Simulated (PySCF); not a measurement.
A made-up structure of BH$_{3}$S$_{2}$O, closed shell:

```
7
angstrom
B -1.4755 0.6547 0.4863
S -0.1996 0.8877 -0.9388
O 0.9981 -0.3068 -0.6628
S 1.8042 -1.3739 0.1198
H -2.4115 1.4623 0.4041
H -1.3988 -0.2285 1.4361
H 2.6832 -1.0954 -0.8447
```

It is relaxed with PBE-D4/def2-SVP and then PBE0-D4/def2-TZVP (PySCF 2.14 with density fitting (its default auxiliary sets; JK sets also for MP2 and CCSD(T))). Atoms count as bonded within 1.22 times the sum of their covalent radii (H–H: 0.88 Å). The end point is not checked to be a true minimum.

Task: Does its bonding change? (A judgement: the text doesn't fix the answer.)

Result: The calculation gives: No: no bond forms or breaks.

Where it ends: The first stage lowers the energy by 2.04 eV in 32 steps. It ends as BH₃S₂O ([BH2][S][O][SH]):
```xyz
7
angstrom
B -1.0384 0.7807 0.7288
S -0.0881 0.9274 -0.7166
O 0.2671 -0.6342 -1.2252
S 1.2902 -1.5524 -0.2974
H -1.3934 1.8344 1.1631
H -1.2898 -0.2725 1.2219
H 2.4581 -1.0727 -0.7765
```

Labels in which every atom is bracketed show which atoms are joined, not bond orders.

For scale, one of the runs: PBE0-D4/def2-TZVP relaxation, 154 basis functions, launched by `OMP_NUM_THREADS=2 python run.py`. Time: 89 s of wall clock on 2 CPU threads of an Intel Xeon 6975P-C; the host was shared. Peak host memory: 1.5 GiB.
